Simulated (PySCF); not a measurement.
In(H)(F)(Me) (CH₄FIn), SMILES [F][InH][CH3]. Atoms are numbered in the order given.

```xyz
7

In    -0.1535    -0.2542     0.0464
H     -0.7799    -1.8062     0.4952
F      1.6512    -0.0049     0.8649
C     -0.6980     1.4903    -1.1081
H     -1.5839     1.9743    -0.6530
H     -0.9449     1.1955    -2.1462
H      0.1556     2.1930    -1.1061
```

The structure is a stationary point at PBE-D3(BJ)/def2-SVP. The def2 effective core potentials stand for the cores of In; spin–orbit coupling is left out.

Calculation: TDA-LC-ωPBE/def2-SVPD (PySCF).

Vertical excitations. Isolated molecule, no solvent.

| state | energy (eV) | λ (nm) | f | main pairs |
|---|---|---|---|---|
| S1 | 5.78 | 214 | 0.000 | HOMO→LUMO 96 % |
| S2 | 7.28 | 170 | 0.063 | HOMO−1→LUMO 95 % |
| S3 | 7.41 | 167 | 0.186 | HOMO→LUMO+2 38 %, HOMO→LUMO+1 35 %, HOMO→LUMO+3 11 % |
| S4 | 7.75 | 160 | 0.193 | HOMO→LUMO+1 31 %, HOMO→LUMO+3 28 %, HOMO−2→LUMO 14 %, HOMO−1→LUMO+1 7 % |
| S5 | 7.75 | 160 | 0.006 | HOMO−3→LUMO 91 % |
| S6 | 7.89 | 157 | 0.095 | HOMO−2→LUMO 62 %, HOMO→LUMO+1 13 % |
| S7 | 8.24 | 151 | 0.035 | HOMO−2→LUMO+2 41 %, HOMO−2→LUMO+1 40 % |
| S8 | 8.49 | 146 | 0.012 | HOMO−3→LUMO+2 31 %, HOMO−3→LUMO+1 27 %, HOMO−1→LUMO+1 11 %, HOMO→LUMO+2 7 % |
| S9 | 8.60 | 144 | 0.461 | HOMO→LUMO+2 38 %, HOMO→LUMO+3 38 %, HOMO→LUMO+1 8 % |
| S10 | 8.95 | 139 | 0.205 | HOMO−1→LUMO+1 43 %, HOMO−1→LUMO+2 13 %, HOMO−2→LUMO 9 %, HOMO−3→LUMO+2 8 % |
| T1 | 5.37 | 231 | 0 | HOMO→LUMO 93 % |
| T2 | 5.74 | 216 | 0 | HOMO→LUMO+1 45 %, HOMO→LUMO+2 30 %, HOMO→LUMO+3 10 % |
| T3 | 6.64 | 187 | 0 | HOMO−1→LUMO 86 % |
| T4 | 7.17 | 173 | 0 | HOMO→LUMO+3 28 %, HOMO−1→LUMO+2 21 %, HOMO→LUMO+2 18 %, HOMO−1→LUMO+1 16 % |
Triplets are in the Tamm–Dancoff approximation.
